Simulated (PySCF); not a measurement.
## Radial density of V⁻ (vanadium, charge -1)

M06-L, [Ar] 3d4 4s2, high-spin 5D determinant. Calculation: PySCF 2.14, in x2c-TZVPPall with one added diffuse shell each of s, p, d, f type (7s6p5d3f1g, 80 functions); the spin-free X2C one-electron Hamiltonian (Gaussian nucleus).

```tsv
r (bohr)	4πr²ρ (e/bohr)	4πr²(ρα − ρβ)
0.00125	0.2031	0.0000
0.00210	0.5187	0.0000
0.00354	1.306	0.0001
0.00595	3.160	0.0003
0.0100	7.123	0.0006
0.0168	14.23	0.0011
0.0283	23.24	0.0017
0.0477	27.44	0.0016
0.0802	22.32	0.0025
0.135	22.91	0.0229
0.227	29.63	0.1540
0.381	14.77	0.7379
0.642	10.21	1.9477
1.08	9.699	2.2320
1.82	2.467	1.2094
3.05	0.8744	0.4204
5.14	0.3512	0.0561
8.64	0.06517	-0.0101
14.5	0.002221	-0.0008
```

Densities and radii are taken from the X2C orbitals without a picture-change correction, which distorts them close to the nucleus.

At M06-L the highest occupied level has a positive energy, so only the finite basis holds that electron; in a semilocal or global hybrid functional this comes from self-interaction and does not mean that the real anion is unbound.

(1) Where is the radial spin density 4πr²(ρα − ρβ) most negative, and why is it negative at all?

Answers

(1) Around r = 8.64 bohr, down to -0.0101 e/bohr: exchange with the open shell polarises the paired shells in an unrestricted calculation.
